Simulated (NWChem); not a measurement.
System: CH$_{4}$F$_{2}$O$_{2}$Si; SMILES F[Si](F)(O)OC

```xyz
10

C      0.0615     2.3132    -0.0875
O      0.7471     1.0715     0.0074
Si     0.0170    -0.3934     0.0224
O     -1.2287    -0.3797     1.1036
F      1.1499    -1.4827     0.3973
F     -0.5449    -0.8251    -1.4401
H     -0.7942     2.3662     0.6199
H     -0.3182     2.4878    -1.1182
H      0.7761     3.1227     0.1610
H     -1.8639    -1.1137     1.0459
```
Atoms are numbered in this order, from 1.

Results from NWChem. The geometry was optimised at PBE-D3(BJ)/def2-SVP.

Problem. What does the run give for N12/def2-SVP? Quantities: highest occupied level (eV); orbital gap (eV); dipole (D).

Solution. The highest occupied level (eV) comes out as -7.12, the orbital gap (eV) comes out as 6.91 and the dipole (D) is 2.41.
